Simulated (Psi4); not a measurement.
Psi4 was given this input:
```
memory 2 GB

molecule {
0 1
O    -0.00000000   -0.00000000   -1.99737313
B    -0.00000000   -0.00000000   -0.80940457
B     0.00000000    0.00000000    0.80940457
O     0.00000000    0.00000000    1.99737313
}

set {
  basis 6-31g**
}

energy('scf')
print_variables()
```

Q: Predict the number of basis functions from HF/6-31G** in Psi4.

A: 60

Q: Estimate the total energy that HF/6-31G** returns for this input.

A: -199.1833 Eh

Q: Estimate the nuclear repulsion energy that HF/6-31G** returns for this input.

A: 67.3689 Eh

Q: Give the dipole moment at the level HF/6-31G**.

A: 0.00 D
